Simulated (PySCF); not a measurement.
J couplings in SMILES [CH3][TlH2-][NH3+], CH8NTl

Geometry:
```json
{"atom": "C1", "x (Å)": "-1.814", "y (Å)": "-0.284", "z (Å)": "-0.058"}
{"atom": "Tl2", "x (Å)": "-0.150", "y (Å)": "1.155", "z (Å)": "0.282"}
{"atom": "N3", "x (Å)": "1.693", "y (Å)": "-0.570", "z (Å)": "-0.142"}
{"atom": "H4", "x (Å)": "-2.760", "y (Å)": "0.268", "z (Å)": "-0.167"}
{"atom": "H5", "x (Å)": "-1.910", "y (Å)": "-0.982", "z (Å)": "0.786"}
{"atom": "H6", "x (Å)": "-1.639", "y (Å)": "-0.851", "z (Å)": "-0.984"}
{"atom": "H7", "x (Å)": "0.386", "y (Å)": "1.499", "z (Å)": "1.920"}
{"atom": "H8", "x (Å)": "0.348", "y (Å)": "2.197", "z (Å)": "-1.043"}
{"atom": "H9", "x (Å)": "1.649", "y (Å)": "-0.938", "z (Å)": "-1.091"}
{"atom": "H10", "x (Å)": "2.616", "y (Å)": "-0.158", "z (Å)": "-0.017"}
{"atom": "H11", "x (Å)": "1.619", "y (Å)": "-1.359", "z (Å)": "0.498"}
```

Method: indirect couplings at PBE0/pcJ-1 (dyall-v2z on Tl), gas phase, Gaussian nuclear model, structure from PBE0-D3(BJ)/def2-SVP; PySCF 2.14 with density-fitted X2C routines.

Non-relativistic values:
| coupling | atoms | J (Hz) |
| --- | --- | --- |
| 1J(205Tl,13C) | Tl2 – C1 | 1269.7 |
| 1J(205Tl,15N) | Tl2 – N3 | 115.5 |
| 1J(205Tl,1H) | Tl2 – H7/H8 | 4055.6 |
| 2J(205Tl,1H) | Tl2 – H4/H5/H6 | -150.1 |
| 2J(205Tl,1H) | Tl2 – H9/H10/H11 | -2.9 |

Problem. What do two-component X2C with spin–orbit coupling give?

Solution. 
```json
{"coupling": "1J(205Tl,13C)", "atoms": "Tl2 – C1", "with spin–orbit (Hz)": "2162.9"}
{"coupling": "1J(205Tl,15N)", "atoms": "Tl2 – N3", "with spin–orbit (Hz)": "318.4"}
{"coupling": "1J(205Tl,1H)", "atoms": "Tl2 – H7/H8", "with spin–orbit (Hz)": "9562.3"}
{"coupling": "2J(205Tl,1H)", "atoms": "Tl2 – H4/H5/H6", "with spin–orbit (Hz)": "-238.7"}
{"coupling": "2J(205Tl,1H)", "atoms": "Tl2 – H9/H10/H11", "with spin–orbit (Hz)": "22.4"}
```

The largest listed coupling, 1J(205Tl,1H), ends at 2.36 times its non-relativistic value. Equivalent partners are averaged, as under fast rotation. In the static structure 2J(205Tl,1H) spreads over -109.8, -292.9, -313.3 Hz.
